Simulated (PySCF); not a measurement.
Record of a relaxation.

Compound: isovaleramide, C₅H₁₁NO.
Bonds: C1–C2, C2–C3, C2–C4, C4–C5, C5–N6, C5–O7 (double). Hydrogens: H8, H9, H10 on C1; H11 on C2; H12, H13, H14 on C3; H15, H16 on C4; H17, H18 on N6.

Computed by this run: PySCF, PBE0-D3(BJ)/def2-SVP geometry optimisation, gas phase; density fitting, grid level 2; the optimiser is geomeTRIC in internal coordinates, started from a GFN2-xTB structure. The frame can shift and turn from step to step; on so coarse a grid that alone can change the energy by a few meV, and forces under 0.02 eV/Å are noise.

Step 0: E = -8885.9589 eV, largest atomic force 0.917 eV/Å
```
atom  x, y, z in Å  |  force x, y, z in eV/Å
C1     -0.939    0.063    1.408    0.142  -0.367  -0.521
C2     -0.751   -0.482   -0.005   -0.129   0.662  -0.082
C3     -2.001   -0.244   -0.847    0.552  -0.211   0.324
C4      0.471    0.167   -0.662   -0.161  -0.737   0.522
C5      1.766   -0.287   -0.012    0.146   0.399  -0.175
N6      2.760    0.635   -0.054    0.057   0.071   0.009
O7      1.929   -1.374    0.491   -0.159  -0.416   0.135
H8     -1.115    1.138    1.385   -0.095   0.460   0.020
H9     -0.054   -0.134    2.006    0.323  -0.060   0.341
H10    -1.791   -0.413    1.888   -0.349  -0.161   0.273
H11    -0.559   -1.557    0.061    0.121  -0.246  -0.003
H12    -1.884   -0.663   -1.844   -0.017  -0.148  -0.449
H13    -2.866   -0.709   -0.380   -0.421  -0.172   0.149
H14    -2.199    0.823   -0.943   -0.140   0.454  -0.077
H15     0.390    1.254   -0.620   -0.053   0.380  -0.090
H16     0.522   -0.132   -1.713    0.043  -0.018  -0.358
H17     2.650    1.531   -0.493   -0.068   0.222  -0.105
H18     3.662    0.391    0.320    0.207  -0.111   0.086
```

Step 1: E = -8886.0012 eV, largest atomic force 0.138 eV/Å
```
atom  x, y, z in Å  |  force x, y, z in eV/Å
C1     -1.098    0.038    1.371   -0.009   0.052   0.065
C2     -0.915   -0.476   -0.050    0.049  -0.123   0.010
C3     -2.164   -0.253   -0.890   -0.068   0.027  -0.046
C4      0.305    0.154   -0.712    0.044   0.114  -0.063
C5      1.615   -0.271   -0.071   -0.065  -0.113   0.044
N6      2.615    0.646   -0.128    0.004   0.011  -0.014
O7      1.764   -1.365    0.438    0.031   0.057  -0.017
H8     -1.279    1.128    1.375    0.000  -0.034   0.013
H9     -0.210   -0.166    1.988   -0.017  -0.003  -0.018
H10    -1.960   -0.443    1.861    0.019   0.010  -0.019
H11    -0.708   -1.560    0.007   -0.011   0.063  -0.006
H12    -2.054   -0.671   -1.904    0.002   0.011   0.026
H13    -3.045   -0.726   -0.426    0.026   0.009  -0.011
H14    -2.385    0.824   -0.995    0.000  -0.036   0.001
H15     0.215    1.257   -0.715   -0.002  -0.056  -0.019
H16     0.360   -0.156   -1.772   -0.007   0.010   0.051
H17     2.493    1.550   -0.560    0.013  -0.009   0.009
H18     3.524    0.388    0.234   -0.008   0.009  -0.007
```

Step 2: E = -8886.0018 eV, largest atomic force 0.059 eV/Å
```
atom  x, y, z in Å  |  force x, y, z in eV/Å
C1     -1.100    0.038    1.374    0.001   0.011   0.004
C2     -0.914   -0.475   -0.049   -0.001  -0.010  -0.002
C3     -2.164   -0.253   -0.891   -0.011   0.005  -0.002
C4      0.307    0.157   -0.710   -0.015   0.000   0.009
C5      1.615   -0.273   -0.067   -0.026   0.004  -0.025
N6      2.613    0.646   -0.133    0.051  -0.018   0.023
O7      1.767   -1.365    0.444   -0.004   0.039  -0.009
H8     -1.282    1.126    1.383    0.000  -0.005  -0.001
H9     -0.212   -0.169    1.990    0.001  -0.005  -0.003
H10    -1.961   -0.446    1.860   -0.001  -0.003  -0.003
H11    -0.706   -1.557    0.007   -0.004   0.003   0.001
H12    -2.050   -0.669   -1.905    0.004   0.000   0.001
H13    -3.043   -0.729   -0.430    0.002  -0.004   0.000
H14    -2.388    0.823   -0.996    0.001  -0.003   0.003
H15     0.217    1.258   -0.717    0.002  -0.010   0.000
H16     0.361   -0.156   -1.769    0.000  -0.007   0.002
H17     2.491    1.548   -0.567   -0.009  -0.003   0.001
H18     3.523    0.390    0.226    0.008   0.006   0.000
```

Step 3: E = -8886.0017 eV, largest atomic force 0.056 eV/Å
```
atom  x, y, z in Å  |  force x, y, z in eV/Å
C1     -1.101    0.038    1.375    0.006  -0.012  -0.023
C2     -0.915   -0.474   -0.049   -0.015   0.041   0.002
C3     -2.166   -0.256   -0.891    0.023  -0.004   0.016
C4      0.305    0.161   -0.712    0.010  -0.005   0.024
C5      1.614   -0.266   -0.069    0.036  -0.009   0.008
N6      2.620    0.645   -0.132   -0.035   0.035  -0.028
O7      1.763   -1.356    0.444   -0.022  -0.045   0.017
H8     -1.286    1.125    1.386   -0.001   0.011  -0.007
H9     -0.212   -0.168    1.990    0.007  -0.004   0.005
H10    -1.960   -0.449    1.860   -0.009  -0.007   0.006
H11    -0.703   -1.554    0.006    0.003  -0.024   0.003
H12    -2.051   -0.671   -1.904    0.002  -0.005  -0.011
H13    -3.042   -0.736   -0.430   -0.008  -0.009   0.005
H14    -2.395    0.818   -0.994    0.000   0.013   0.002
H15     0.213    1.261   -0.721   -0.001   0.022   0.004
H16     0.358   -0.153   -1.769    0.006  -0.008  -0.021
H17     2.504    1.547   -0.568    0.003   0.014  -0.004
H18     3.528    0.384    0.228   -0.005  -0.006   0.002
```

Step 4: E = -8886.0020 eV, largest atomic force under 0.02 eV/Å
```
atom  x, y, z in Å  |  force x, y, z in eV/Å
C1     -1.100    0.037    1.375    0.002   0.000   0.000
C2     -0.914   -0.474   -0.049    0.000   0.004  -0.002
C3     -2.165   -0.254   -0.890    0.001   0.000   0.001
C4      0.306    0.159   -0.711   -0.002  -0.002   0.001
C5      1.614   -0.269   -0.068    0.001   0.002   0.005
N6      2.617    0.647   -0.134   -0.001  -0.002  -0.005
O7      1.764   -1.359    0.446    0.002   0.000   0.000
H8     -1.284    1.125    1.385    0.000   0.001   0.000
H9     -0.212   -0.170    1.990    0.000  -0.001   0.001
H10    -1.961   -0.449    1.860   -0.001  -0.001   0.000
H11    -0.705   -1.556    0.007    0.000  -0.002   0.000
H12    -2.050   -0.669   -1.904    0.000   0.001  -0.001
H13    -3.042   -0.734   -0.430    0.000  -0.002   0.000
H14    -2.392    0.820   -0.993   -0.001   0.001   0.001
H15     0.215    1.260   -0.720   -0.002   0.002   0.001
H16     0.360   -0.155   -1.768    0.001  -0.001  -0.002
H17     2.497    1.549   -0.570    0.000   0.001   0.000
H18     3.526    0.389    0.226   -0.001   0.001   0.000
```

Question: Summarise the path.

Answer: The energy falls by 4.16 kJ/mol from step 0 to step 4; nine tenths of that is first reached at step 1. It never rises by more than 0.2 meV. The largest force goes from 0.917 to under 0.02 eV/Å. Among the bonds C3–H14 changes most (a near tie, within 0.001 Å, with another), from 1.089 to 1.103 Å; the atoms move by 0.028 Å rms after alignment.

Question: Follow the three bonds and two angles with the largest change from start to end.

Answer: 
| step | E above end (kJ/mol) | largest force (eV/Å) | C3–H14 (Å) | C1–H8 (Å) | C3–H13 (Å) | H15–C4–H16 (°) | C4–C5–O7 (°) |
| --- | --- | --- | --- | --- | --- | --- | --- |
| 0 | 4.16 | 0.917 | 1.089 | 1.089 | 1.087 | 108.2 | 124.2 |
| 1 | 0.08 | 0.138 | 1.104 | 1.105 | 1.102 | 106.3 | 122.3 |
| 2 | 0.02 | 0.059 | 1.103 | 1.104 | 1.101 | 106.2 | 122.7 |
| 3 | 0.03 | 0.056 | 1.103 | 1.103 | 1.101 | 106.2 | 122.5 |
| 4 | 0.00 | under 0.02 | 1.103 | 1.104 | 1.101 | 106.3 | 122.5 |

What follows is the cost of the whole optimisation. Hardware: one thread, Arm Neoverse V1 (aarch64), no GPU, shared host with 32 logical CPUs at a one-minute load of 9.9. Cost: 56 s of wall time, 0.73 GiB resident at most.
